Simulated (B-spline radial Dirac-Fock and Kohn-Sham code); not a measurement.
Pb⁵⁰⁺: scattering cross sections and density moments

System: Pb⁵⁰⁺, [Ar] 3d10 4s2 4p2.

The run's input, task.json:

```json
{"items": [{
  "Z": 82,
  "q": 50,
  "cfg": [[1, 0, 2], [2, 0, 2], [2, 1, 6], [3, 0, 2], [3, 1, 6], [3, 2, 10], [4, 0, 2], [4, 1, 2]],
  "A": 208,
  "rrms": 5.5012,
  "do": ["scatter"],
  "s": [0.0, 0.05, 0.1, 0.15, 0.2, 0.25, 0.3, 0.35, 0.4, 0.45, 0.5, 0.6, 0.7, 0.8, 0.9, 1.0, 1.1, 1.2, 1.4, 1.6, 1.8, 2.0, 2.5, 3.0, 3.5, 4.0, 5.0, 6.0],
  "pz": [0, 0.1, 0.15, 0.21, 0.31, 0.46, 0.66, 0.97, 1.4, 2.1, 3.0, 4.4, 6.5, 9.4, 14.0, 20.0, 29.0, 43.0, 63.0, 92.0, 130.0],
  "hv_scatter": [1000, 2000, 5000, 8047.8, 10000, 20000, 30000, 500000]
}]}
```

Command: `python xray_run.py task.json out`

Model: Dirac-Fock densities. Program: an atomic code on a B-spline grid.

```
Sum of ⟨r⟩                          : 4.839 bohr
Sum of ⟨r²⟩                         : 1.133 bohr²
Sum of ⟨1/r⟩                        : 545.87 per bohr
Langevin diamagnetic susceptibility : -0.897 × 10⁻⁶ cm³/mol
Lamb shielding (α²/3)Σ⟨1/r⟩         : 9689 ppm
```

Coherent scattering is the Thomson cross section weighted by f₀², without anomalous dispersion; incoherent scattering is Klein-Nishina weighted by S. The Lamb formula is the non-relativistic shielding expression. Electron correlation is left out. A dash stands where the photon energy is too low for the impulse approximation behind that column.

```
hν (keV)  coherent (b)  incoherent (b)  incoherent per electron (b)
       1         680.1               –                            –
       2         676.6               –                            –
       5         653.5               –                            –
  8.0478         614.0               –                            –
      10         583.0               –                            –
      20         412.7           3.863                        0.121
      30         285.2           5.749                        0.180
     500         3.149           8.732                        0.273
```

Incoherent scattering overtakes coherent scattering between 30 and 500 keV.

Values without a named source are computed, but for edge energies of neutral atoms, which are taken from tables.
